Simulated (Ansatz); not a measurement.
Basis sets compared for the cluster Li6H7. The state is a doublet with charge 0. Geometry PBE0-D4/def2-TZVP. Ansatz on 2 threads of Arm Neoverse V2 on a shared host; times are rough, and most runs start from earlier orbitals.

Cartesian coordinates in Å:
```
Li -0.741 1.307 -0.971
Li 1.856 1.397 -0.504
Li 1.488 -1.473 1.646
Li 0.625 -0.853 -0.689
Li 0.172 0.722 1.616
Li -0.923 -1.553 1.222
H 0.761 0.661 -1.715
H -2.269 1.115 -2.313
H -0.946 -0.045 0.202
H 1.769 0.045 0.683
H -2.347 1.840 -2.128
H 0.493 -2.327 0.396
H 0.062 -0.837 2.555
```

B3LYP takes the VWN-RPA correlation. In the doublet, H8 and H11 lie 0.75 Å apart (atoms count from 1), so H2 has formed as a molecule. The structure comes from a short search, and lower isomers may exist.

Binding counts from free atoms (Li doublet, H doublet) in the same basis, without a counterpoise term.

```csv
level,functions,energy (Eh),HOMO (eV),LUMO (eV),binding per atom (eV),wall time
HF/STO-3G,37,-48.0427,-3.93,3.03,1.85,0.15 s
HF/6-31G,68,-48.7562,-4.55,0.98,1.43,0.45 s
PBE-D4/def2-SVP,89,-49.1607,-2.41,-1.35,1.98,2.5 s
PBE-D4/def2-TZVP,126,-49.2026,-2.51,-1.43,1.95,2.6 s
r2SCAN-D4/def2-TZVP,126,-49.3249,-2.56,-1.07,1.98,6 s
B3LYP-D4/6-31G,68,-49.4053,-2.91,-0.97,2.01,3.5 s
B3LYP-D4/def2-TZVP,126,-49.4442,-2.88,-1.00,2.04,3 s
PBE0-D4/def2-SVP,89,-49.1999,-2.98,-0.73,1.97,3.6 s
PBE0-D4/def2-TZVP (with forces),126,-49.2392,-3.10,-0.79,1.95,4.6 s
```

(1) Estimate the rows for PBE-D4/def2-TZVPD, r2SCAN-D4/def2-TZVPD, PBE0-D4/def2-TZVPD.

Answers

(1) 
```
               level  functions  energy (Eh)  HOMO (eV)  LUMO (eV)  binding per atom (eV)  wall time
   PBE-D4/def2-TZVPD        165     -49.2090      -2.49      -1.43                   1.97      4.2 s
r2SCAN-D4/def2-TZVPD        165     -49.3319      -2.53      -1.06                   2.00        8 s
  PBE0-D4/def2-TZVPD        165     -49.2463      -3.06      -0.79                   1.96      5.5 s
```
